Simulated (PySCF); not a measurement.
## Does the structure fit the spectrum?

A compound C5H4F3N3 gives the data below (simulated from a calculation) and was assigned the structure `Cc1cnc(C(F)(F)F)nn1`.

13C{1H} NMR (computed): δ 173.4 (C), 152.7 (C), 150.5 (CH), 130.7 (C), 26.8 (CH3).

1H NMR (500 MHz, computed): δ 9.96 (m, 1H), 3.33 (s, 3H).

PySCF 2.14 calculation with shieldings: GIAO PBE0/pcSseg-1 and structure optimised with GFN2-xTB; gas phase, a single conformation, fast rotation and ring inversion assumed for equivalent nuclei, no relativistic terms.

Chemical shifts δ = σref − σ; 1H and 13C vs TMS, all at this level.

Task: Compare with the shifts computed for the proposed structure, pairing carbons in order of shift.

Result: Mapped SMILES: `[CH3:1][c:2]1[cH:3][n:4][c:5]([C:6]([F:7])([F:8])[F:9])[n:10][n:11]1`. Hydrogens are named by the atom that carries them.

```json
{"atom": "C2", "computed for proposal": "166.1", "given list": "173.4", "difference": "-7.3"}
{"atom": "C5", "computed for proposal": "162.6", "given list": "152.7", "difference": "+9.9"}
{"atom": "C3", "computed for proposal": "153.5", "given list": "150.5", "difference": "+3.0"}
{"atom": "C6", "computed for proposal": "129.9", "given list": "130.7", "difference": "-0.8"}
{"atom": "C1", "computed for proposal": "22.4", "given list": "26.8", "difference": "-4.4"}
```

The rms difference is 6.0 ppm and the largest +9.9 ppm at C5 (substituted aromatic carbon next to a ring nitrogen). The proposal doesn't fit.

Task: Which isomer fits?

Result: SMILES FC(c1cnnc(C)n1)(F)F.

- Carbon types of the structure: 3 × C, 1 × CH, 1 × CH3, which accounts for all hydrogens.
- δC 173.4, 152.7: substituted aromatic carbon next to a ring nitrogen.
- δC 150.5: aromatic CH next to a ring nitrogen; the adjacent pyridine-type nitrogen withdraws density from it.
- δC 130.7: CF3 carbon; 3 electronegative neighbours deshield it.
- δH 9.96: hydrogen on an aromatic CH next to a ring nitrogen; ring current plus the neighbouring ring nitrogen.

Other isomers checked: Cc1nnncc1C(F)(F)F (rms 10.6 ppm).

This is the structure that produced the data.

Splittings by 19F in the carbon and heteronuclear signals aren't shown, as no couplings were computed. Shifts are as computed. Against solution values, carbons near 30 ppm lie about +3 ppm off and those near 130 ppm about +5 ppm. Of 1211 compounds with measured shifts, 218 miss one by over three times the rms of a fit or turn the order of signals round; such compounds aren't used in these exercises. No couplings were computed; multiplicities are counted from neighbouring protons, with m where these are inequivalent, close in shift, in a saturated or five-membered ring or joined by F or P, and br s for small geminal =CH2 splittings.
